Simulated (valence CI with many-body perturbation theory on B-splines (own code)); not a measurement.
# Energy levels of Ga⁸⁺

Method: valence CI with perturbative core correlation (CI+MBPT): five valence electrons over a frozen Dirac-Fock core [Ar], a basis of 7 s, 7 p, 8 d, 6 f, 4 g, 1 h functions for each j, with the one-electron correlation potential Σ1 (screened to all orders), the two-electron term Σ2, the three-electron term Σ3, Breit, model QED; selected single and double excitations, second order for the rest, scaled by the run's own slope (own B-spline code, finite nucleus).

No measured spectrum was set against this ion. As an estimate, terms of the open shell hold to 2 to 4 % of their energy, and close levels can change places; different configurations can be misplaced against each other by 1,000 to 8,000 cm⁻¹. Among the levels kept, up to 410 cm⁻¹ of a level comes from second order outside the variational space, and about a tenth of that is noise between levels of different J, which matters for small intervals. The list stops below the first excitations out of the core. Only levels of the ground parity were solved; by the run's estimate the other parity begins above the list, which can be wrong where configurations are misplaced.

Levels 1 to 37 of 37, with energies above the lowest level, 3d⁵ ⁶S_5/2. "Leading %" is the weight of the configuration and term that name the level; weights of strongly mixed levels are sums over their largest components and can fall short. Lifetimes count E1, E2, E3, M1 and M2 decay at the calculated energies, and are blank where another channel may lead or the interval is too uncertain; long ones can be off by a factor of two.

```
No.  Configuration  Term     J  E (cm⁻¹)  Leading %      g  Lifetime  Second component
  1            3d⁵    ⁶S   5/2       0.0         99  1.999                            
  2            3d⁵    ⁴G   5/2     53849         98  0.577    33.0 s                  
  3            3d⁵    ⁴G  11/2     53855         99  1.271                            
  4            3d⁵    ⁴G   7/2     54039         99  0.985    2560 s                  
  5            3d⁵    ⁴G   9/2     54086         99  1.171    2270 s                  
  6            3d⁵    ⁴P   5/2     59539         77  1.543   30.1 ms       19 % 3d⁵ ⁴D
  7            3d⁵    ⁴P   3/2     60224         81  1.633   44.5 ms       18 % 3d⁵ ⁴D
  8            3d⁵    ⁴P   1/2     60995         92  2.464    45.8 s        8 % 3d⁵ ⁴D
  9            3d⁵    ⁴D   7/2     65483         98  1.424    764 ms                  
 10            3d⁵    ⁴D   1/2     66471         92  0.200    380 ms        8 % 3d⁵ ⁴P
 11            3d⁵    ⁴D   5/2     66955         79  1.411    113 ms       19 % 3d⁵ ⁴P
 12            3d⁵    ⁴D   3/2     66975         81  1.291    155 ms       18 % 3d⁵ ⁴P
 13            3d⁵    ²I  11/2     77842         96  0.928                            
 14            3d⁵    ²I  13/2     78255        100  1.076    37.0 s                  
 15            3d⁵    ²D   5/2     82955         59  1.079   33.3 ms       35 % 3d⁵ ²F
 16            3d⁵    ²D   3/2     85092         83  0.738   82.8 ms       16 % 3d⁵ ⁴F
 17            3d⁵    ²F   7/2     87545         79  1.146   74.0 ms       16 % 3d⁵ ⁴F
 18            3d⁵    ⁴F   9/2     89104         85  1.299    111 ms       12 % 3d⁵ ²G
 19            3d⁵    ⁴F   5/2     89730         82  1.005    116 ms       16 % 3d⁵ ²F
 20            3d⁵    ⁴F   7/2     90209         77  1.219   55.2 ms       19 % 3d⁵ ²F
 21            3d⁵    ⁴F   3/2     91186         83  0.468   74.7 ms       16 % 3d⁵ ²D
 22            3d⁵    ²F   5/2     93036         50  1.006   31.3 ms       36 % 3d⁵ ²D
 23            3d⁵    ²H   9/2     94097         68  0.991   77.1 ms       23 % 3d⁵ ²G
 24            3d⁵    ²H  11/2     96227         95  1.085                            
 25            3d⁵    ²G   7/2     97035         94  0.903    417 ms                  
 26            3d⁵    ²G   9/2     99050         64  1.061    141 ms       30 % 3d⁵ ²H
 27            3d⁵    ²F   5/2    103470         95  0.866    151 ms                  
 28            3d⁵    ²F   7/2    104020         95  1.144    151 ms                  
 29            3d⁵    ²S   1/2    113400         99  1.999   41.9 ms                  
 30            3d⁵    ²D   3/2    126560         99  0.799                            
 31            3d⁵    ²D   5/2    126940         98  1.195                            
 32            3d⁵    ²G   9/2    140680        100  1.110                            
 33            3d⁵    ²G   7/2    140850         99  0.889                            
 34            3d⁵    ²P   3/2    170160         98  1.323                            
 35            3d⁵    ²P   1/2    170510         99  0.669                            
 36            3d⁵    ²D   5/2    185170         99  1.199                            
 37            3d⁵    ²D   3/2    185480         98  0.808
```

Names give the largest LS component (configuration and term), which can be under half, so a name can repeat, a term be missing and a line seem to break the LS rules; names also repeat where a configuration has a term twice.

Where two levels of one J and parity lie close, their mixing, g and order are uncertain.

The ionisation energy to 3d⁴ ⁵D0 of the next ion comes out as 210.01 eV (NIST: 211 ± 2.2 eV (theoretical)). All 37 levels together are meant to be complete up to 479880 cm⁻¹.
